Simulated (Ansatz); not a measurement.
CH5ClOSSi can be A, `CO[SiH](S)Cl`, or B, `OC[SiH](S)Cl`.

Computed with Ansatz on PBE0-D4/def2-TZVP structures; ΔE is electronic, products minus reactants. CCSD(T)/CBS is the MP2 limit (def2-TZVPP, def2-QZVPP) plus CCSD(T) − MP2 in def2-TZVPP, frozen cores. DFT in def2-TZVPP. B3LYP here is the variant with VWN-RPA as its local correlation; programs differ in this. Each species was taken in one conformer, which may not be the lowest.

Task: Which is lower in electronic energy at CCSD(T)/CBS, and by how much? (Estimate.)

Result: The calculation gave: A, by 27.0 kcal/mol.

Task: Give E(B) − E(A) in kcal/mol with HF/def2-TZVPP, ωB97M-V, MP2/def2-TZVPP, B3LYP-D4, r2SCAN-D4, CCSD/def2-TZVPP, CCSD(T)/def2-TZVPP. (Best estimate.)

Result: The calculation gave: HF/def2-TZVPP 31.1, ωB97M-V 26.5, MP2/def2-TZVPP 27.6, B3LYP-D4 27.2, r2SCAN-D4 27.0, CCSD/def2-TZVPP 27.6, CCSD(T)/def2-TZVPP 27.1. None reverses the order clearly.

Largest T1 diagnostic: 0.011.

In def2-TZVPP, CCSD(T) changes the Hartree–Fock value by −3.9 kcal/mol (the triples alone add −0.4 kcal/mol) and MP2 by −3.4 kcal/mol. From PBE to PBE0 (25 % exact exchange), in def2-TZVPP and without D4, E(B) − E(A) moves by +0.9 kcal/mol.
